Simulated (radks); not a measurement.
Problem. The europium ion Eu5+ is in [Xe] 4f4. Calculated with a radial shooting solver on a logarithmic mesh with Libxc functionals: scalar-relativistic Kohn-Sham, LDA (Slater exchange, Perdew-Wang correlation), spin-polarised, spherical densities, finite nucleus; Fermi nuclear charge, rms radius of each element as measured or else 0.836 A^(1/3) + 0.57 fm. Open shells are filled with parallel spins first. One electron is removed from 4d, 5s, 5p, 4f in turn, with full relaxation. Which removal costs least, and what does each cost?

Solution. 4f 88.249 eV; 5p 89.054 eV; 5s 113.80 eV; 4d 221.02 eV. The 4f electron leaves first.
